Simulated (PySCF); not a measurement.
A PySCF script (with the pyscf-properties extension) for the NMR shieldings of SMILES CC[C@H](C)[P+]1([BH2-]C#N)C=C1, C$_{7}$H$_{13}$BNP, on a GFN2-xTB geometry:

```python
import basis_set_exchange as bse
import numpy as np
from pyscf import gto, dft
from pyscf.prop import nmr

atoms = """
C    -0.325756   -2.237817    0.493233
C    -1.233711   -1.167255   -0.095403
C    -1.016888    0.190437    0.570812
C    -1.964978    1.255107    0.023695
P     0.734887    0.764464    0.259977
B     1.579225    0.896902   -1.497941
C     1.823555   -0.580947   -1.886241
N     2.006337   -1.680480   -2.165471
C     1.670444    0.567193    1.799910
C     1.209229    1.798925    1.674911
H    -0.537085   -3.204369    0.043118
H    -0.467539   -2.317281    1.569942
H     0.718907   -1.998921    0.291366
H    -1.036116   -1.080329   -1.166838
H    -2.279902   -1.460177    0.027789
H    -1.148766    0.095729    1.655237
H    -1.795374    1.401234   -1.042062
H    -1.807800    2.206554    0.530846
H    -3.001486    0.953771    0.166249
H     2.588273    1.495654   -1.301948
H     0.798829    1.431414   -2.219057
H     2.266016   -0.060971    2.427358
H     1.214945    2.758147    2.147338
"""
names = dict.fromkeys(["C", "P", "B", "N", "H"], "pcSseg-1")
basis = {el: gto.basis.parse(bse.get_basis(n, elements=[el], fmt="nwchem")) for el, n in names.items()}
mol = gto.M(atom=atoms, basis=basis, charge=0, verbose=0)
mf = dft.RKS(mol, xc="PBE0")
mf.grids.level = 2
mf.grids.alignment = dft.numint.BLKSIZE   # the property module wants whole blocks of grid points
mf.conv_tol = 1e-9
mf.kernel()

calc = nmr.RKS(mf)   # GIAO
C = mf.mo_coeff
Co = C[:, mf.mo_occ > 0]
resp = mf.gen_response(singlet=True, hermi=2)
def vind(x):   # induced exchange potential for any number of trial vectors
    d = np.einsum("pi,xij,qj->xpq", C, 2 * x.reshape(-1, C.shape[1], Co.shape[1]), Co, optimize=True)
    return np.einsum("xpq,pi,qj->xij", resp(d - d.transpose(0, 2, 1)), C, Co, optimize=True).ravel()
mo1, _ = nmr.rhf.solve_mo1(calc, with_cphf=vind)
sigma = calc.kernel(mo1)
for i, s in enumerate(sigma):   # ppm
    w = np.linalg.eigvalsh((s + s.T) / 2)
    print("%2d %-2s iso %8.1f  s11 %8.1f  s22 %8.1f  s33 %8.1f" % (i, mol.atom_pure_symbol(i), w.mean(), *w))
```

Q: Give the expected output.

A: 
```
 0 C  iso    168.0  s11    159.4  s22    162.6  s33    182.1
 1 C  iso    156.0  s11    141.9  s22    154.4  s33    171.8
 2 C  iso    128.4  s11    100.0  s22    129.4  s33    155.9
 3 C  iso    168.1  s11    151.9  s22    165.0  s33    187.4
 4 P  iso    473.7  s11    235.9  s22    244.5  s33    940.6
 5 B  iso    146.5  s11    134.4  s22    147.2  s33    158.0
 6 C  iso     53.9  s11    -64.3  s22    -63.5  s33    289.5
 7 N  iso    -68.4  s11   -255.4  s22   -234.3  s33    284.4
 8 C  iso     37.9  s11   -109.8  s22     43.1  s33    180.5
 9 C  iso     42.3  s11   -103.6  s22     47.1  s33    183.3
10 H  iso     30.1  s11     25.7  s22     26.8  s33     37.8
11 H  iso     30.9  s11     27.3  s22     28.4  s33     37.0
12 H  iso     29.3  s11     25.2  s22     29.2  s33     33.5
13 H  iso     29.6  s11     27.4  s22     28.1  s33     33.2
14 H  iso     30.1  s11     24.5  s22     29.3  s33     36.5
15 H  iso     30.6  s11     28.1  s22     29.0  s33     34.7
16 H  iso     30.1  s11     26.1  s22     29.3  s33     34.9
17 H  iso     30.3  s11     25.0  s22     28.9  s33     37.0
18 H  iso     30.4  s11     25.5  s22     27.8  s33     37.8
19 H  iso     30.6  s11     26.3  s22     29.7  s33     36.0
20 H  iso     29.6  s11     26.4  s22     29.3  s33     33.0
21 H  iso     22.6  s11     19.6  s22     23.6  s33     24.7
22 H  iso     22.9  s11     20.2  s22     23.9  s33     24.4
```

These numbers come from an equivalent density-fitted implementation of the same equations, which agrees with the script to about 0.01 ppm for H and up to a few tenths of a ppm for heavy atoms, so last digits may differ.

Size and cost of the density-fitted run: 242 basis functions, 76 s wall time on 1 thread of an Intel Xeon Platinum 8259CL, shared host; peak memory 1.1 GiB.
